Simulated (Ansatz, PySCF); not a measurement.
Another site gives an ion 66893.07 eV lower (`O[SiH2]Br`) at the level CAM-B3LYP-D3(BJ)/def2-TZVPD (PySCF).

All values below come from frozen-core CCSD(T)/def2-TZVPD // CAM-B3LYP-D3(BJ)/def2-TZVPD (Ansatz, a first-principles code).

Ansatz 0.2 input:
```yaml
crystal:
  periodic: [false, false, false]
  atoms:
    - { symbol: C, position_ang: [2.429812, 0.139778, 0.566132] }
    - { symbol: C, position_ang: [1.01078, -0.055237, 0.330781] }
    - { symbol: C, position_ang: [-0.165879, -0.218061, 0.139365] }
    - { symbol: Si, position_ang: [-1.940577, -0.476358, -0.156759] }
    - { symbol: O, position_ang: [-2.711116, 0.936669, -0.488602] }
    - { symbol: H, position_ang: [2.765756, 1.083102, 0.134654] }
    - { symbol: H, position_ang: [3.010921, -0.665225, 0.115548] }
    - { symbol: H, position_ang: [2.645894, 0.159761, 1.634631] }
    - { symbol: H, position_ang: [-2.59067, -1.007302, 1.051764] }
    - { symbol: H, position_ang: [-2.078872, -1.434157, -1.273987] }
    - { symbol: H, position_ang: [-2.356345, 1.513834, -1.167092] }
basis:
  gaussian: { orbitals: def2-TZVPD }
correlation:
  method: ccsd_t
```

Output:

```
Functional definition: HF
1658 factors; integrals over basis functions are off by at most 8.8e-4 eV
mean field evaluation 1: about -13083.9296 eV, gradient 4.4e1 eV
mean field evaluation 2: about -13084.0332 eV, gradient 4.4e1 eV
mean field evaluation 4: about -13088.3861 eV, gradient 4.7e0 eV
mean field evaluation 8: about -13088.4569 eV, gradient 8.1e-2 eV
mean field evaluation 16: about -13087.3247 eV, gradient 2.4e1 eV
mean field -13088.45696367 eV, -480.9919217401 hartree, gradient 1.7e-6 eV, S^2 0.000000; 0 other end points of the search recorded, 0 dependent functions left out
9 core orbitals not correlated
reference -13088.45696367 eV, -480.9919217401 hartree; 14, 14 occupied and 225, 225 virtual orbitals, 1658 factors
second order -22.32472156 eV of doubles, -0.00000000 eV of singles
cycle   1  -22.57208372 eV  change   -2.5e-1 eV  update   1.1e-1
cycle   2  -23.18804463 eV  change   -6.2e-1 eV  update   3.3e-2
cycle   3  -23.32009404 eV  change   -1.3e-1 eV  update   1.5e-2
cycle   4  -23.31453897 eV  change    5.6e-3 eV  update   4.0e-3
cycle   5  -23.31547529 eV  change   -9.4e-4 eV  update   1.8e-3
cycle   6  -23.31650000 eV  change   -1.0e-3 eV  update   4.8e-4
cycle   7  -23.31645114 eV  change    4.9e-5 eV  update   1.7e-4
cycle   8  -23.31648050 eV  change   -2.9e-5 eV  update   4.9e-5
cycle   9  -23.31651091 eV  change   -3.0e-5 eV  update   1.8e-5
perturbative correction -1.00695671 eV, -0.0370049765 hartree
Total energy: -13112.78043129 eV, -481.8857926881 hartree
```

Cost: very roughly 5 core-minutes.
